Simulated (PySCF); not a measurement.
## Krypton: a sound run and one with changed settings

Sound run: Kr [Kr], Kr⁺ [Ar] 3d10 4s2 4p5. Calculation: PySCF 2.14, in pcseg-2; no relativity, point nucleus. In the sound run the correlated levels freeze [Ar] 3d10. The sound run starts from symmetry-adapted Hartree-Fock orbitals and uses a fine grid where one is needed.

Changed run: a valence shell is frozen. This setting is unsound on purpose.

| species | method | sound run (hartree) | changed run (hartree) | converged |
| --- | --- | --- | --- | --- |
| Kr | MP2 | -2752.19482 | -2752.14843 | yes |
| Kr | CCSD(T) | -2752.21595 | -2752.15850 | yes |
| Kr⁺ | MP2 | -2751.67961 | -2751.62827 | yes |
| Kr⁺ | CCSD(T) | -2751.70395 | -2751.63915 | yes |

Ionisation energy of Kr:

```csv
method,sound run (eV),changed run (eV)
UHF,13.092,13.092
MP2,14.020,14.154
SCS-MP2,13.934,14.102
CCSD,13.896,14.081
CCSD(T),13.932,14.132
```

Freezing a valence shell removes pair correlation that changes on ionisation.

For comparison, NIST gives 14.000 eV between the lowest levels.
